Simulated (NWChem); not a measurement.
System: ZnCl, doublet; SMILES [Zn][Cl]

Here is an NWChem input.

```
start job
memory heap 200 mb stack 900 mb global 1100 mb
geometry units angstroms noautoz
  Zn     0.000000     0.000000    -0.775852
  Cl     0.000000     0.000000     1.386832
end
basis spherical
  Zn library 6-31g*
  Cl library 6-31g*
end
dft
  odft
  mult 2
  xc m06-2x
  iterations 150
  mulliken
end
task dft energy
```

NWChem printed, in part:

```
             Northwest Computational Chemistry Package (NWChem) 7.3.0
             --------------------------------------------------------

 ORDER OF PRIMARY AXIS IS BEING SET TO 4
 C4V symmetry detected

                             Geometry "geometry" -> ""
                             -------------------------

 Output coordinates in angstroms (scale by  1.889725989 to convert to a.u.)

  No.       Tag          Charge          X              Y              Z
 ---- ---------------- ---------- -------------- -------------- --------------
    1 Zn                  30.0000     0.00000000     0.00000000    -0.78224740
    2 Cl                  17.0000     0.00000000     0.00000000     1.38043660

 Effective nuclear repulsion energy (a.u.)     124.7895656461

      Symmetry information
      --------------------

 Group name             C4v
 Group number             18
 Group order               8
 No. of unique centers     2

                                 NWChem DFT Module
                                 -----------------

 Summary of "ao basis" -> "ao basis" (spherical)
 ------------------------------------------------------------------------------
       Tag                 Description            Shells   Functions and Types
 ---------------- ------------------------------  ------  ---------------------
 Zn                          6-31g*                 12       34   5s4p2d1f
 Cl                          6-31g*                  8       18   4s3p1d

      Symmetry analysis of basis
      --------------------------

        a1         20
        a2          0
        b1          4
        b2          4
        e          24

            General Information
            -------------------
          SCF calculation type: DFT
          Wavefunction type:  spin polarized.
          No. of atoms     :     2
          No. of electrons :    47
           Alpha electrons :    24
            Beta electrons :    23
          Charge           :     0
          Spin multiplicity:     2
          Use of symmetry is: on ; symmetry adaption is: on
          Maximum number of iterations: 150
          AO basis - number of functions:    52
                     number of shells:    20
          Convergence on energy requested:  1.00D-06
          Convergence on density requested:  1.00D-05
          Convergence on gradient requested:  5.00D-04

              XC Information
              --------------
                       M06-2X Method XC Functional
                     Hartree-Fock (Exact) Exchange  0.540
                        M06-2X Exchange Functional  1.000
                      M06-2X Correlation Potential  1.000

             Grid Information
             ----------------
          Grid used for XC integration:  medium
          Radial quadrature: Mura-Knowles
          Angular quadrature: Lebedev.
          Tag              B.-S. Rad. Rad. Pts. Rad. Cut. Ang. Pts.
          ---              ---------- --------- --------- ---------
          Zn                  1.35      112           8.0       590
          Cl                  1.00       88           9.0       590
          Grid pruning is: on
          Number of quadrature shells:   200
          Spatial weights used:  Erf1

      Superposition of Atomic Density Guess
      -------------------------------------

 Sum of atomic energies:       -2236.93167043

      Non-variational initial energy
      ------------------------------

 Total energy =   -2237.060870
 1-e energy   =   -3368.784514
 2-e energy   =    1006.934078
 HOMO         =      -0.178509
 LUMO         =       0.069678

   Symmetry analysis of molecular orbitals - initial alpha
   -------------------------------------------------------

 !! scf_movecs_sym_adapt:    8 vectors were symmetry contaminated

  Symmetry fudging

 !! scf_movecs_sym_adapt:    8 vectors were symmetry contaminated

  Numbering of irreducible representations:

     1 a1          2 a2          3 b1          4 b2          5 e

  Orbital symmetries:

     1 a1          2 a1          3 a1          4 a1          5 e
     6 e           7 a1          8 a1          9 e          10 e
    11 a1         12 a1         13 e          14 e          15 a1
    16 a1         17 e          18 e          19 b1         20 b2
    21 a1         22 e          23 e          24 a1         25 e
    26 e          27 a1         28 a1         29 e          30 e
    31 a1         32 a1         33 e          34 e

   Symmetry analysis of molecular orbitals - initial beta
   ------------------------------------------------------

 !! scf_movecs_sym_adapt:    8 vectors were symmetry contaminated

  Symmetry fudging

 !! scf_movecs_sym_adapt:    8 vectors were symmetry contaminated

  Numbering of irreducible representations:

     1 a1          2 a2          3 b1          4 b2          5 e

  Orbital symmetries:

     1 a1          2 a1          3 a1          4 a1          5 e
     6 e           7 a1          8 a1          9 e          10 e
    11 a1         12 a1         13 e          14 e          15 a1
    16 a1         17 e          18 e          19 b1         20 b2
    21 a1         22 e          23 e          24 a1         25 e
    26 e          27 a1         28 a1         29 e          30 e
    31 a1         32 a1         33 e          34 e

     ---------------------------------------------
      Total Density - Mulliken Population Analysis
     ---------------------------------------------

    Atom       Charge   Shell Charges
 -----------   ------   -------------------------------------------------------
    1 Zn  30    29.36   2.00  2.00  6.00  2.00  6.00  0.61  0.13  0.61  0.02  6.85  3.13  0.00
    2 Cl  17    17.64   2.00  2.00  5.98  1.39  3.78  0.57  1.91  0.01

     --------------------------------------------
      Spin Density - Mulliken Population Analysis
     --------------------------------------------

    Atom       Charge   Shell Charges
 -----------   ------   -------------------------------------------------------
    1 Zn  30     0.87   0.00  0.00  0.00 -0.00  0.00  0.31  0.04  0.50  0.02  0.01 -0.00  0.00
    2 Cl  17     0.13   0.00  0.00  0.00  0.01  0.11 -0.01  0.02  0.00

   convergence    iter        energy       DeltaE   RMS-Dens  Diis-err
 ---------------- ----- ----------------- --------- --------- ---------
 d= 0,ls=0.0,diis     1  -2239.1856750270 -2.36D+03  9.32D-03  3.84D-02
                                                     1.15D-02  3.62D-02
 d= 0,ls=0.0,diis     2  -2239.1138192218  7.19D-02  3.54D-03  7.46D-02
                                                     8.25D-03  1.16D-01
 d= 0,ls=0.0,diis     3  -2239.2187538009 -1.05D-01  1.50D-03  1.03D-03
                                                     9.48D-04  7.64D-04
 d= 0,ls=0.0,diis     4  -2239.2207585693 -2.00D-03  4.69D-04  2.26D-04
                                                     6.65D-04  2.62D-04
 d= 0,ls=0.0,diis     5  -2239.2154563186  5.30D-03  1.79D-04  7.43D-05
                                                     7.67D-04  1.94D-03
  Resetting Diis
 d= 0,ls=0.0,diis     6  -2239.2166618332 -1.21D-03  5.08D-04  6.58D-05
                                                     1.43D-03  9.15D-04

 !! scf_movecs_sym_adapt:    2 vectors were symmetry contaminated

  Symmetry fudging
 d= 0,ls=0.0,diis     7  -2239.2177568332 -1.09D-03  3.25D-04  2.22D-05
                                                     4.57D-04  4.02D-05
 d= 0,ls=0.0,diis     8  -2239.2178419092 -8.51D-05  1.05D-04  8.89D-06
                                                     7.83D-05  5.98D-06
 d= 0,ls=0.0,diis     9  -2239.2178473017 -5.39D-06  5.39D-05  2.05D-06
                                                     3.42D-05  3.02D-06
 d= 0,ls=0.0,diis    10  -2239.2178492813 -1.98D-06  3.95D-05  3.22D-07
                                                     2.36D-05  1.68D-07
 d= 0,ls=0.0,diis    11  -2239.2178501754 -8.94D-07  6.76D-06  1.94D-08
                                                     4.66D-06  2.02D-08

         Total DFT energy =    -2239.217850175413
      One electron energy =    -3368.016131846556
           Coulomb energy =     1103.541155618691
    Exchange-Corr. energy =      -99.532439593683
 Nuclear repulsion energy =      124.789565646135

 Numeric. integr. density =       46.999999561708

                  Occupations of the irreducible representations
                  ----------------------------------------------

                     irrep           alpha         beta
                     --------     --------     --------
                     a1               12.0         11.0
                     a2                0.0          0.0
                     b1                1.0          1.0
                     b2                1.0          1.0
                     e                10.0         10.0

                    DFT Final Alpha Molecular Orbital Analysis
                    ------------------------------------------

 Vector   22  Occ=1.000000D+00  E=-3.659808D-01  Symmetry=e
              MO Center= -9.0D-17,  4.0D-16,  1.3D+00, r^2= 1.4D+00
   Bfn.  Coefficient  Atom+Function         Bfn.  Coefficient  Atom+Function
  ----- ------------  ---------------      ----- ------------  ---------------
    41      0.697173  2 Cl px                45      0.396406  2 Cl px
    37     -0.270959  2 Cl px                11      0.083581  1 Zn px
    21      0.082947  1 Zn d  1              42     -0.079662  2 Cl py
    46     -0.045295  2 Cl py                26      0.038268  1 Zn d  1
    38      0.030961  2 Cl py                15      0.029933  1 Zn px

 Vector   23  Occ=1.000000D+00  E=-3.659808D-01  Symmetry=e
              MO Center= -2.2D-15,  2.0D-15,  1.3D+00, r^2= 1.4D+00
   Bfn.  Coefficient  Atom+Function         Bfn.  Coefficient  Atom+Function
  ----- ------------  ---------------      ----- ------------  ---------------
    42      0.697173  2 Cl py                46      0.396406  2 Cl py
    38     -0.270959  2 Cl py                12      0.083581  1 Zn py
    19     -0.082947  1 Zn d -1              41      0.079662  2 Cl px
    45      0.045295  2 Cl px                24     -0.038268  1 Zn d -1
    37     -0.030961  2 Cl px                16      0.029933  1 Zn py

 Vector   24  Occ=1.000000D+00  E=-2.646965D-01  Symmetry=a1
              MO Center= -1.4D-16,  2.5D-16, -1.1D+00, r^2= 3.2D+00
   Bfn.  Coefficient  Atom+Function         Bfn.  Coefficient  Atom+Function
  ----- ------------  ---------------      ----- ------------  ---------------
    10      0.527809  1 Zn s                 14     -0.446433  1 Zn s
    43     -0.315786  2 Cl pz                13      0.271965  1 Zn pz
    47     -0.196714  2 Cl pz                 6     -0.194143  1 Zn s
    39      0.120464  2 Cl pz                17      0.103920  1 Zn pz
     9     -0.079279  1 Zn pz                 2      0.078863  1 Zn s

 Vector   25  Occ=0.000000D+00  E=-8.890230D-03  Symmetry=e
              MO Center= -6.6D-16, -1.9D-15, -8.3D-01, r^2= 5.0D+00
   Bfn.  Coefficient  Atom+Function         Bfn.  Coefficient  Atom+Function
  ----- ------------  ---------------      ----- ------------  ---------------
    16      0.629744  1 Zn py                12      0.409221  1 Zn py
    15     -0.276206  1 Zn px                46     -0.210116  2 Cl py
    11     -0.179484  1 Zn px                42     -0.161953  2 Cl py
     8     -0.105567  1 Zn py                45      0.092157  2 Cl px
    41      0.071033  2 Cl px                38      0.062207  2 Cl py

 Vector   26  Occ=0.000000D+00  E=-8.890230D-03  Symmetry=e
              MO Center=  7.6D-17,  1.0D-16, -8.3D-01, r^2= 5.0D+00
   Bfn.  Coefficient  Atom+Function         Bfn.  Coefficient  Atom+Function
  ----- ------------  ---------------      ----- ------------  ---------------
    15      0.629744  1 Zn px                11      0.409221  1 Zn px
    16      0.276206  1 Zn py                45     -0.210116  2 Cl px
    12      0.179484  1 Zn py                41     -0.161953  2 Cl px
     7     -0.105567  1 Zn px                46     -0.092157  2 Cl py
    42     -0.071033  2 Cl py                37      0.062207  2 Cl px

 Vector   27  Occ=0.000000D+00  E= 5.933707D-02  Symmetry=a1
              MO Center=  9.4D-17, -1.7D-16, -5.4D-01, r^2= 7.6D+00
   Bfn.  Coefficient  Atom+Function         Bfn.  Coefficient  Atom+Function
  ----- ------------  ---------------      ----- ------------  ---------------
    17      1.194648  1 Zn pz                44     -0.794594  2 Cl s
    14      0.650960  1 Zn s                 47      0.313059  2 Cl pz
    13      0.190866  1 Zn pz                40     -0.170697  2 Cl s
    43      0.154445  2 Cl pz                36      0.103153  2 Cl s
    20      0.095118  1 Zn d  0               6      0.076027  1 Zn s

                     DFT Final Beta Molecular Orbital Analysis
                     -----------------------------------------

 Vector   21  Occ=1.000000D+00  E=-4.031490D-01  Symmetry=a1
              MO Center= -4.6D-18,  3.3D-17,  9.2D-01, r^2= 2.0D+00
   Bfn.  Coefficient  Atom+Function         Bfn.  Coefficient  Atom+Function
  ----- ------------  ---------------      ----- ------------  ---------------
    43      0.585969  2 Cl pz                10      0.339660  1 Zn s
    47      0.271811  2 Cl pz                39     -0.231838  2 Cl pz
     6     -0.150557  1 Zn s                 40      0.132792  2 Cl s
    13     -0.131642  1 Zn pz                20      0.124584  1 Zn d  0
    44      0.107658  2 Cl s                 14     -0.106141  1 Zn s

 Vector   22  Occ=1.000000D+00  E=-3.619015D-01  Symmetry=e
              MO Center=  1.5D-16,  2.5D-16,  1.3D+00, r^2= 1.4D+00
   Bfn.  Coefficient  Atom+Function         Bfn.  Coefficient  Atom+Function
  ----- ------------  ---------------      ----- ------------  ---------------
    42      0.695136  2 Cl py                46      0.397492  2 Cl py
    38     -0.270535  2 Cl py                12      0.083744  1 Zn py
    19     -0.083727  1 Zn d -1              16      0.047328  1 Zn py
    24     -0.038011  1 Zn d -1              41     -0.037401  2 Cl px
     8     -0.030301  1 Zn py

 Vector   23  Occ=1.000000D+00  E=-3.619015D-01  Symmetry=e
              MO Center= -3.1D-17, -1.1D-16,  1.3D+00, r^2= 1.4D+00
   Bfn.  Coefficient  Atom+Function         Bfn.  Coefficient  Atom+Function
  ----- ------------  ---------------      ----- ------------  ---------------
    41      0.695136  2 Cl px                45      0.397492  2 Cl px
    37     -0.270535  2 Cl px                11      0.083744  1 Zn px
    21      0.083727  1 Zn d  1              15      0.047328  1 Zn px
    26      0.038011  1 Zn d  1              42      0.037401  2 Cl py
     7     -0.030301  1 Zn px

 Vector   24  Occ=0.000000D+00  E=-1.895845D-01  Symmetry=a1
              MO Center= -4.8D-17,  7.8D-17, -1.6D+00, r^2= 3.7D+00
   Bfn.  Coefficient  Atom+Function         Bfn.  Coefficient  Atom+Function
  ----- ------------  ---------------      ----- ------------  ---------------
    14      0.607425  1 Zn s                 17     -0.444280  1 Zn pz
    13     -0.280680  1 Zn pz                43      0.239382  2 Cl pz
    44      0.192121  2 Cl s                  6      0.166607  1 Zn s
    10     -0.119723  1 Zn s                 39     -0.092528  2 Cl pz
    47      0.087853  2 Cl pz                 9      0.083832  1 Zn pz

[...]
```

Level: M06-2X/6-31G* (spherical d), spin-unrestricted. Structure relaxed at the PBE0/def2-SVP, spin-unrestricted level. This spin state was assumed; another may lie lower. No stability test was run on the SCF state.
